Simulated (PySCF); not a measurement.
CH₈FNSi₂, SMILES N[SiH2]C[SiH2]F. Atoms are numbered in the order given.

```xyz
13

Si    -1.6149    -0.1364     0.3191
F     -2.8326    -0.2750    -0.7562
C      0.0104    -0.0694    -0.5797
Si     1.5021     0.3555     0.4843
N      2.9426    -0.1452    -0.3383
H     -1.8573     1.1122     1.0974
H     -1.6764    -1.3237     1.2176
H      0.1967    -1.0501    -1.0502
H     -0.0708     0.6775    -1.3891
H      1.4715    -0.3916     1.7800
H      1.4081     1.8178     0.8174
H      3.1373     0.2225    -1.2637
H      3.8026    -0.2247     0.1939
```

Geometry optimised at PBE0-D3(BJ)/def2-SVP. This is a generated structure with no PubChem entry under its InChIKey; it may be hypothetical. Other conformers were not sampled.

These are SMD-B3LYP/def2-SVP (PySCF) values and carry that method's errors.

Solvation free energies are E(SMD) − E(gas) at the gas-phase geometry, for 1 M in both phases. In vacuum the dipole moment is 2.79 D.

Computed solvation free energies in water, acetone, ethanol:
```json
[
 {"solvent": "water", "ΔG(solv) (kcal/mol)": "-0.6", "its non-electrostatic (CDS) part": "4.9", "dipole (D)": "3.37"},
 {"solvent": "acetone", "ΔG(solv) (kcal/mol)": "-4.3", "its non-electrostatic (CDS) part": "0.8", "dipole (D)": "3.34"},
 {"solvent": "ethanol", "ΔG(solv) (kcal/mol)": "-4.5", "its non-electrostatic (CDS) part": "0.7", "dipole (D)": "3.34"}
]
```
